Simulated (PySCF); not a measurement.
# Deuteron quadrupole couplings in `C#CCP(C#CC)CC`

Species: C₈H₁₁P.
Structure used (GFN2-xTB), in Å, numbered top down from 1:
```xyz
20
C8H11P angstrom
C     -0.9503    2.5548    0.7930
C     -0.5885    2.2427   -0.3054
C     -0.1334    1.8200   -1.6035
P      0.6095    0.0882   -1.6055
C     -0.6583   -0.7098   -0.6729
C     -1.5295   -1.3569   -0.1489
C     -2.5749   -2.0810    0.5381
C      1.8345    0.3239   -0.2147
C      2.4363   -1.0074    0.2124
H     -1.2826    2.8492    1.7431
H     -0.9712    1.8106   -2.3083
H      0.6304    2.5066   -1.9845
H     -3.4855   -2.0714   -0.0610
H     -2.2676   -3.1146    0.6986
H     -2.7821   -1.6195    1.5038
H      2.6202    0.9921   -0.5817
H      1.3323    0.8092    0.6269
H      1.6539   -1.6793    0.5617
H      3.1544   -0.8613    1.0178
H      2.9472   -1.4855   -0.6217
```

Level: PBE0/pcSseg-1 (PySCF, non-relativistic); Q(2H) = 0.00286 b; rigid geometry, the same for H and D, with no vibrational averaging.

Question: Rank these positions by the coupling χzz of a deuteron there, largest first.
A. H16 (methylene hydrogen)
B. H10 (alkyne hydrogen)
C. H20 (methyl hydrogen)
D. H17 (methylene hydrogen)

Answer: B (268 kHz), C (209 kHz), A (203 kHz), D (199 kHz).

Question: Tabulate Vzz, the asymmetry η and χzz = 234.96 MHz × Q × Vzz for every hydrogen position.

Answer: 
```
atom  bonded to  bond length (Å)  Vzz (au)     η  χzz (kHz)
 H10         C1            1.049    0.3991  0.00        268
 H11         C3            1.095    0.2996  0.03        201
 H12         C3            1.095    0.2992  0.03        201
 H13         C7            1.090    0.3080  0.02        207
 H14         C7            1.090    0.3078  0.02        207
 H15         C7            1.090    0.3076  0.02        207
 H16         C8            1.095    0.3022  0.03        203
 H17         C8            1.094    0.2956  0.02        199
 H18         C9            1.089    0.3089  0.02        208
 H19         C9            1.089    0.3145  0.02        211
 H20         C9            1.089    0.3117  0.03        209
```

Question: How does χzz go with the bond length over the 11 C–H bonds?

Answer: A straight-line fit has a slope of -14.6 kHz for each 0.01 Å, with a correlation coefficient of -1.00, over lengths from 1.049 to 1.095 Å. The longer bonds have the smaller couplings here.

Geometry: GFN2-xTB, one conformer, isolated molecule. GFN2-xTB bond lengths can be off by several hundredths of an ångström, more for odd bonds, and the gradients follow them. A larger basis could move these couplings by a tenth or more.
